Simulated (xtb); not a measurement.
xtb input (GFN1-xTB):

```bash
xtb mol.xyz --gfn 1 --opt tight --chrg 0 --uhf 0
```
mol.xyz:
```
13

C      2.53456647    -0.31571346    -0.08982589
C      1.30305196    -0.82049270     0.01392321
B      0.01797653     0.05605170     0.07294885
O      0.17725651     1.41354302     0.02370831
C     -1.40098495    -0.59736607     0.17207950
C     -2.54277137     0.01244739    -0.15075024
H      3.42024771    -0.94039878    -0.13433272
H      2.69573689     0.75569742    -0.13380511
H      1.20143201    -1.90292299     0.05391505
H     -0.64619276     1.90410152     0.10984984
H     -1.46670036    -1.63796407     0.48326254
H     -3.50737121    -0.48011161    -0.10007683
H     -2.56825963     1.03974498    -0.50578296
```

Output:

```
           -------------------------------------------------
          |                Calculation Setup                |
           -------------------------------------------------

           -------------------------------------------------
          |                 G F N 1 - x T B                 |
           -------------------------------------------------

        Reference                      10.1021/acs.jctc.7b00118
      * Hamiltonian:
        H0-scaling (s, p, d)           1.850000    2.250000    2.000000
        zeta-weighting                 0.000000
      * Dispersion:
        s8                             2.400000
        a1                             0.630000
        a2                             5.000000
        s9                             0.000000
      * Repulsion:
        kExp                           1.500000
        rExp                           1.000000
      * Coulomb:
        alpha                          2.000000
        third order                    atomic
        anisotropic                    false
      * Halogen bond correction:
        rad-scale                      1.300000
        damping                        0.440000

          ...................................................
          :                      SETUP                      :
          :.................................................:
          :  # basis functions                  38          :
          :  # atomic orbitals                  38          :
          :  # shells                           26          :
          :  # electrons                        32          :
          :  # halogen bonds                     0          :
          :  max. iterations                   250          :
          :  Hamiltonian                  GFN1-xTB          :
          :  restarted?                      false          :
          :  GBSA solvation                  false          :
          :  PC potential                    false          :
          :  electronic temp.          300.0000000     K    :
          :  accuracy                    1.0000000          :
          :  -> integral cutoff          0.2500000E+02      :
          :  -> integral neglect         0.1000000E-07      :
          :  -> SCF convergence          0.1000000E-05 Eh   :
          :  -> wf. convergence          0.2000000E-04 e    :
          :  Broyden damping             0.4000000          :
          :  net charge                          0          :
          :  unpaired electrons                  0          :
          ...................................................

 iter      E             dE          RMSdq      gap      omega  full diag
   1    -18.5541794 -0.185542E+02  0.872E+00    4.01       0.0  T
   2    -18.5871772 -0.329978E-01  0.519E+00    3.99       1.0  T
   3    -18.5865433  0.633868E-03  0.837E-01    3.78       1.0  T
   4    -18.5901304 -0.358713E-02  0.184E-01    3.91       1.0  T
   5    -18.5902942 -0.163746E-03  0.451E-02    3.90       1.0  T
   6    -18.5903020 -0.785702E-05  0.253E-02    3.90       1.1  T
   7    -18.5903082 -0.611266E-05  0.444E-03    3.90       6.2  T
[...]
        12        2.0000           -0.4929810             -13.4147
        13        2.0000           -0.4692262             -12.7683
        14        2.0000           -0.4534014             -12.3377
        15        2.0000           -0.4408268             -11.9955
        16        2.0000           -0.4356373             -11.8543 (HOMO)
        17                         -0.2938320              -7.9956 (LUMO)
        18                         -0.2388875              -6.5005
        19                         -0.1373586              -3.7377
        20                         -0.1148064              -3.1240
        21                         -0.1028565              -2.7989
        22                         -0.1000560              -2.7227
        23                         -0.0927101              -2.5228
        24                         -0.0679825              -1.8499
        25                         -0.0473257              -1.2878
        26                         -0.0433583              -1.1798
        27                          0.1234004               3.3579
       ...                                ...                  ...
        38                          0.6757283              18.3875
      -------------------------------------------------------------
                  HL-Gap            0.1418053 Eh            3.8587 eV
             Fermi-level           -0.3647347 Eh           -9.9249 eV

  Mulliken/CM5 charges         n(s)   n(p)   n(d)
     1C    -0.02121 -0.11628   1.058  2.964  0.000
     2C    -0.12095 -0.11194   1.091  3.030  0.000
     3B     0.36588  0.16746   0.932  1.702  0.000
     4O    -0.55408 -0.70048   1.679  4.875  0.000
     5C    -0.13488 -0.12867   1.103  3.032  0.000
     6C    -0.03594 -0.13226   1.054  2.982  0.000
     7H     0.02274  0.07534   0.977  0.000  0.000
     8H     0.03784  0.09531   0.962  0.000  0.000
     9H     0.01957  0.07942   0.980  0.000  0.000
    10H     0.34682  0.52948   0.653  0.000  0.000
    11H     0.02727  0.08715   0.973  0.000  0.000
    12H     0.02937  0.08192   0.971  0.000  0.000
    13H     0.01758  0.07355   0.982  0.000  0.000

Wiberg/Mayer (AO) data.
largest (>0.10) Wiberg bond orders for each atom

 ---------------------------------------------------------------------------
     #   Z sym  total        # sym  WBO       # sym  WBO       # sym  WBO
 ---------------------------------------------------------------------------
     1   6 C    3.993 --     2 C    1.940     7 H    0.981     8 H    0.979
     2   6 C    3.977 --     1 C    1.940     3 B    1.017     9 H    0.975
     3   5 B    3.310 --     4 O    1.162     2 C    1.017     5 C    0.991
     4   8 O    2.112 --     3 B    1.162    10 H    0.862
     5   6 C    3.966 --     6 C    1.953     3 B    0.991    11 H    0.974
     6   6 C    3.996 --     5 C    1.953    12 H    0.978    13 H    0.976
     7   1 H    1.008 --     1 C    0.981
     8   1 H    1.008 --     1 C    0.979
     9   1 H    1.004 --     2 C    0.975
    10   1 H    0.890 --     4 O    0.862
    11   1 H    1.004 --     5 C    0.974
    12   1 H    1.007 --     6 C    0.978
    13   1 H    1.006 --     6 C    0.976
 ---------------------------------------------------------------------------

Topologies differ in total number of bonds
Writing topology from bond orders to xtbtopo.mol

 dipole moment from electron density (au)
     X       Y       Z
  -0.7008   0.1280  -0.0141  total (Debye):    1.811

           -------------------------------------------------
          |                Geometry Summary                 |
           -------------------------------------------------

      molecular mass/u    :       81.9089618
   center of mass at/Å    :        0.0073771       0.0015667      -0.0200512
  moments of inertia/u·Å² :        0.5717694E+02   0.2430994E+03   0.3002701E+03
rotational constants/cm⁻¹ :        0.2948327E+00   0.6934462E-01   0.5614156E-01

 * 11 selected distances

     #   Z          #   Z                                           value/Å
     1   6 C        2   6 C                                       1.3318826
     2   6 C        3   5 B                                       1.5542520 (max)
     3   5 B        4   8 O                                       1.3663777
     5   6 C        6   6 C                                       1.3308625
     1   6 C        7   1 H                                       1.0836622
Note: The following floating-point exceptions are signalling: IEEE_DENORMAL
normal termination of xtb
     1   6 C        8   1 H                                       1.0833677
     2   6 C        9   1 H                                       1.0872932
     4   8 O       10   1 H                                       0.9603554 (min)
     5   6 C       11   1 H                                       1.0871899
     6   6 C       12   1 H                                       1.0836902
     6   6 C       13   1 H                                       1.0851021

 * 5 distinct bonds (by element types)

   Z      Z             #   av. dist./Å        max./Å        min./Å
   1 H    6 C           6     1.0850509     1.0872932     1.0833677
   5 B    6 C           1     1.5542520     1.5542520     1.5542520
   6 C    6 C           2     1.3313726     1.3318826     1.3308625
   1 H    8 O           1     0.9603554     0.9603554     0.9603554
   5 B    8 O           1     1.3663777     1.3663777     1.3663777

optimized geometry written to: xtbopt.xyz

           -------------------------------------------------
          | TOTAL ENERGY              -18.330388662414 Eh   |
          | GRADIENT NORM               0.000260669170 Eh/α |
          | HOMO-LUMO GAP               3.858717935615 eV   |
           -------------------------------------------------

------------------------------------------------------------------------
------------------------------------------------------------------------
 total:
 SCF:
 ANC optimizer:
```
